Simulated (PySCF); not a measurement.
Precursor series Zn CH3-SH. Isolated molecules, 0 K electronic values unless said otherwise. One relaxed conformer stands for each flexible species; it need not be the lowest.

The LUMO from two functionals at the same geometries (TPSS-D3(BJ)/def2-SVP), both in PySCF: PBE-D3(BJ)/def2-TZVP and B3LYP-D3(BJ)/def2-TZVP. B3LYP has the VWN-RPA correlation part, as in Gaussian. 

```json
[
 {"species": "0 of 2 CH3 replaced by SH ([Zn(CH3)2])", "PBE-D3(BJ)/def2-TZVP (eV)": "-0.54", "B3LYP-D3(BJ)/def2-TZVP (eV)": "-0.11"},
 {"species": "1 of 2 CH3 replaced by SH ([Zn(CH3)(SH)])", "PBE-D3(BJ)/def2-TZVP (eV)": "-1.12", "B3LYP-D3(BJ)/def2-TZVP (eV)": "-0.65"},
 {"species": "2 of 2 CH3 replaced by SH", "PBE-D3(BJ)/def2-TZVP (eV)": "-1.90", "B3LYP-D3(BJ)/def2-TZVP (eV)": "-1.36"}
]
```

Over these rows, drawn at random from the members with no instability flagged (it was tested for open shells, ions and some series alone), PBE minus B3LYP-D3(BJ): mean -0.48 eV, from -0.54 eV to -0.44 eV.
